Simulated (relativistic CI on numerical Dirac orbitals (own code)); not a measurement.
# Spin-allowed bands of a d2 ion in a tetrahedral site, by hand

Problem. Take Δ = 9000 cm⁻¹ and B = 900 cm⁻¹ for a d2 ion in a tetrahedral site. Calculate the three spin-allowed bands.

Working.
1. The terms of highest spin are 3F (energy 0) and 3P (15B = 13500 cm⁻¹). Here the F term splits into A2 at −1.2Δ = -10800, T2 at −0.2Δ = -1800 and T1 at +0.6Δ = 5400 cm⁻¹.
2. The two T1 states mix through the element 0.4Δ: H = [[5400, 3600], [3600, 13500]], with roots ½(H₁₁ + H₂₂) ∓ ½√[(H₂₂ − H₁₁)² + 4H₁₂²] = ½(18900) ∓ ½(10837) = 4031 and 14869 cm⁻¹.
3. The ground term is 3A2 at -10800 cm⁻¹.
4. Bands: 3T2 9000 cm⁻¹ (1111 nm), 3T1(F) 14831 cm⁻¹ (674 nm), 3T1(P) 25669 cm⁻¹ (390 nm).

Check. Exact diagonalisation of the whole d2 shell with these parameters gives 3T2 9000, 3T1 14831, 3T1 25669 cm⁻¹. The match is exact, since without spin-orbit coupling no other term has this spin. The ratio of the second band to the first, 1.648, depends on Δ/B = 10.0 alone, which is how a Tanabe-Sugano diagram is read.
